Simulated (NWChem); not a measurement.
Correlation energy of Br

```xyz
1

Br     0.0000     0.0000     0.0000
```
Charge 0, spin multiplicity 2.

Program: NWChem.

Basis set: 6-311G**. Each correlation energy counts from its own Hartree-Fock reference.

The Hamiltonian is non-relativistic. The correlated methods keep 9 core orbitals frozen. The Pople sets run with spherical d functions. The stability of the SCF solutions was not checked. Open-shell Hartree-Fock references start from PBE0 orbitals. Coupled-cluster values serve here as a point of comparison, not as the truth.

**Question.** Order these methods by the correlation energy they give, lowest first: UMP2, SCS-UMP2, CCSD on UHF, CCSD[T] on UHF, CCSD[T] on ROHF.

**Answer.** CCSD[T] on ROHF (-260.7 mHa), CCSD[T] on UHF (-257.2 mHa), CCSD on UHF (-253.6 mHa), UMP2 (-251.6 mHa), SCS-UMP2 (-229.8 mHa)
